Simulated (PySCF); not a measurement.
`Br[Si@H](C)C#C`. Level of theory: PySCF, PBE0-D3(BJ)/def2-SVP geometry optimisation, gas phase.

```
atom  x, y, z in Å
C1     1.7730    0.9083   -1.4802
C2     1.1893    0.5158   -0.4870
Si3    0.2888   -0.0726    0.9946
C4    -1.5118   -0.3414    0.6007
Br5    1.1931   -2.0065    1.6552
H6     2.2929    1.2547   -2.3561
H7     0.4908    0.9009    2.1013
H8    -1.9647    0.6021    0.2576
H9    -1.6170   -1.0912   -0.1973
H10   -2.0547   -0.6947    1.4899
```

Problem. What is the longest distance between nuclei?

Solution. H6···H10, 6.12 Å; the next longest distance is 5.29 Å.

Problem. Work out the bond lengths C1≡C2, C1–H6, C2–Si3, C4–H8 in Å.

Solution. For C1≡C2 the difference vector is (-0.5837, -0.3925, 0.9932) Å, of length 1.2170 Å. C1≡C2 1.217; C1–H6 1.076; C2–Si3 1.831; C4–H8 1.101 Å.

Problem. Give the dihedral angles C2–Si3–C4–H10, H7–Si3–C4–H8, Br5–Si3–C4–H10, Br5–Si3–C4–H9, C2–Si3–C4–H8, H7–Si3–C4–H10.

Solution. C2–Si3–C4–H10 180° (antiperiplanar); H7–Si3–C4–H8 62° (synclinal); Br5–Si3–C4–H10 61° (synclinal); Br5–Si3–C4–H9 -60° (synclinal); C2–Si3–C4–H8 -60° (synclinal); H7–Si3–C4–H10 -58° (synclinal). Dihedral signs follow IUPAC: positive where, seen along the central bond, the front bond turns clockwise onto the rear one.

Problem. What is the repulsion energy of the bare nuclei, Σ ZA·ZB/RAB?

Solution. 361.59 Eh over 45 pairs, with full nuclear charges and distances in bohr; the largest single term is 116.03 Eh (Si3 with Br5).

Problem. How far apart are these pairs, which share no bond: C1···Si3, C2···Br5, Br5···H8, H7···H8?

Solution. C1···Si3 3.048 Å (2 bonds apart); C2···Br5 3.309 Å (2 bonds apart); Br5···H8 4.328 Å (3 bonds apart); H7···H8 3.085 Å (3 bonds apart).

Problem. How far are the heavy atoms from their best plane (unweighted least squares)?

Solution. 0.298 Å rms; C1 0.20, C2 0.10, Si3 0.54, C4 0.25, Br5 0.19 Å (magnitudes).

Problem. Write the matrix of distances between heavy atoms (Å, lower triangle).

Solution. 
```
C1    0.000
C2    1.217  0.000
Si3   3.048  1.831  0.000
C4    4.084  3.035  1.863  0.000
Br5   4.320  3.309  2.235  3.347  0.000
```

Not checked by PBE0-D3(BJ)/def2-SVP frequencies.
